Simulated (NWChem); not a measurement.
All runs are NWChem calculations. System: HClMg, charge 0, spin multiplicity 1, at a geometry optimised with PBE/def2-SVP. The structure started from a generated list of species. Level: TD-PBE0/6-31G* (spherical d).

Part of the output:

```
             Northwest Computational Chemistry Package (NWChem) 7.3.0
             --------------------------------------------------------

                                NWChem Input Module
                                -------------------

 Scaling coordinates for geometry "geometry" by  1.889725989
 (inverse scale =  0.529177249)

                             Geometry "geometry" -> ""
                             -------------------------

 Output coordinates in angstroms (scale by  1.889725989 to convert to a.u.)

  No.       Tag          Charge          X              Y              Z
 ---- ---------------- ---------- -------------- -------------- --------------
    1 Mg                  12.0000     0.00000000     0.00000000    -1.20131500
    2 H                    1.0000     0.00000000     0.00000000    -2.89703600
    3 Cl                  17.0000     0.00000000     0.00000000     1.01840100

 Effective nuclear repulsion energy (a.u.)      54.6756905851

            Nuclear Dipole moment (a.u.)
            ----------------------------
        X                 Y               Z
 ---------------- ---------------- ----------------
     0.0000000000     0.0000000000     0.0000018897


 Summary of "ao basis" -> "" (spherical)
 ------------------------------------------------------------------------------
       Tag                 Description            Shells   Functions and Types
 ---------------- ------------------------------  ------  ---------------------
 *                           6-31g*                   on all atoms

                                 NWChem DFT Module
                                 -----------------

 Summary of "ao basis" -> "ao basis" (spherical)
 ------------------------------------------------------------------------------
       Tag                 Description            Shells   Functions and Types
 ---------------- ------------------------------  ------  ---------------------
 Mg                          6-31g*                  8       18   4s3p1d
 H                           6-31g*                  2        2   2s
 Cl                          6-31g*                  8       18   4s3p1d

 Summary of "ao basis" -> "ao basis" (spherical)
 ------------------------------------------------------------------------------
       Tag                 Description            Shells   Functions and Types
 ---------------- ------------------------------  ------  ---------------------
[...]
     Electric Quadrupole                           0.0000000730
     Magnetic Dipole                               0.0000000000
     Total Oscillator Strength                     0.0000000730

          sigma_e =   2.3898 Angstrom
          sigma_h =   1.1498 Angstrom
         |d_h->e| =   2.1805 Angstrom
            d_exc =   3.4316 Angstrom
            d_CD1 =   3.4205 Angstrom
            d_CD2 =   0.4107 Angstrom
            d_CD3 =   5.6121 Angstrom
     Pearson C.C. =   0.0021

     Occ.   13  a   ---  Virt.   17  a    0.70521 X
     Occ.   14  a   ---  Virt.   18  a   -0.70520 X
  ----------------------------------------------------------------------------
  Root   8 singlet a              0.249065112 a.u.                6.7774 eV
  ----------------------------------------------------------------------------
     Transition Moments    X  0.00000   Y -0.00000   Z  0.00000
     Transition Moments   XX -0.00000  XY  0.00000  XZ -0.00000
     Transition Moments   YY  0.00000  YZ  0.00000  ZZ -0.00000
     Dipole Oscillator Strength                    0.0000000000
     Electric Quadrupole                           0.0000000000
     Magnetic Dipole                               0.0000000000
     Total Oscillator Strength                     0.0000000000

          sigma_e =   2.3926 Angstrom
          sigma_h =   1.1494 Angstrom
         |d_h->e| =   2.1838 Angstrom
            d_exc =   3.4372 Angstrom
            d_CD1 =   3.4270 Angstrom
            d_CD2 =   0.4128 Angstrom
            d_CD3 =   5.6210 Angstrom
     Pearson C.C. =   0.0000

     Occ.   13  a   ---  Virt.   18  a    0.70519 X
     Occ.   14  a   ---  Virt.   17  a   -0.70519 X
  ----------------------------------------------------------------------------
  Root   9 singlet a              0.269639789 a.u.                7.3373 eV
  ----------------------------------------------------------------------------
     Transition Moments    X -0.00000   Y -0.00000   Z -1.31151
     Transition Moments   XX  0.20880  XY  0.00000  XZ  0.00000
     Transition Moments   YY  0.20880  YZ  0.00000  ZZ  5.86396
     Dipole Oscillator Strength                    0.3091968384
     Electric Quadrupole                           0.0000011129
     Magnetic Dipole                               0.0000000000
     Total Oscillator Strength                     0.3091979513

          sigma_e =   2.4451 Angstrom
          sigma_h =   2.0716 Angstrom
         |d_h->e| =   0.5025 Angstrom
            d_exc =   3.4508 Angstrom
            d_CD1 =   0.8760 Angstrom
            d_CD2 =  -1.7558 Angstrom
            d_CD3 =   3.9533 Angstrom
     Pearson C.C. =  -0.1367

     Occ.   12  a   ---  Virt.   16  a   -0.37621 X
     Occ.   13  a   ---  Virt.   17  a   -0.51515 X
     Occ.   14  a   ---  Virt.   18  a   -0.51515 X
     Occ.   15  a   ---  Virt.   16  a    0.55629 X
     Occ.   15  a   ---  Virt.   16  a   -0.05956 Y
     Occ.   15  a   ---  Virt.   19  a    0.11208 X
     Occ.   15  a   ---  Virt.   20  a   -0.07148 X
  ----------------------------------------------------------------------------
  Root  10 singlet a              0.293998278 a.u.                8.0001 eV
  ----------------------------------------------------------------------------
     Transition Moments    X  0.00000   Y  0.00000   Z  0.91886
     Transition Moments   XX -1.47083  XY -0.00000  XZ -0.00000
     Transition Moments   YY -1.47083  YZ -0.00000  ZZ  2.97606
     Dipole Oscillator Strength                    0.1654831184
     Electric Quadrupole                           0.0000008920
     Magnetic Dipole                               0.0000000000
     Total Oscillator Strength                     0.1654840104

          sigma_e =   2.4576 Angstrom
          sigma_h =   1.4963 Angstrom
         |d_h->e| =   1.5212 Angstrom
            d_exc =   3.2755 Angstrom
            d_CD1 =   2.4825 Angstrom
            d_CD2 =  -0.4557 Angstrom
            d_CD3 =   4.7967 Angstrom
     Pearson C.C. =  -0.0186

     Occ.   12  a   ---  Virt.   16  a   -0.89277 X
     Occ.   12  a   ---  Virt.   20  a    0.08430 X
     Occ.   13  a   ---  Virt.   17  a    0.30581 X
     Occ.   14  a   ---  Virt.   18  a    0.30581 X

              Target root =      1
          Target symmetry = none
      Ground state energy =   -660.639151936409
        Excitation energy =      0.227564174593
     Excited state energy =   -660.411587761816

  stored tddft:energy   -660.41158776181624

 Task  times  cpu:        9.2s     wall:        9.2s

 Total times  cpu:        9.2s     wall:        9.2s
```

Problem. Write an NWChem input that would produce this output.

Solution. This is not unique; one that fits is 
```
start mol
memory heap 200 mb stack 900 mb global 1100 mb
geometry units angstroms nocenter noautoz noautosym
  Mg     0.000000     0.000000    -1.201315
  H      0.000000     0.000000    -2.897036
  Cl     0.000000     0.000000     1.018401
end
basis spherical
  * library 6-31g*
end
dft
  xc pbe0
  semidirect memsize 60000000 filesize 0
  iterations 100
end
tddft
  rpa
  nroots 10
  notriplet
end
task tddft energy
```
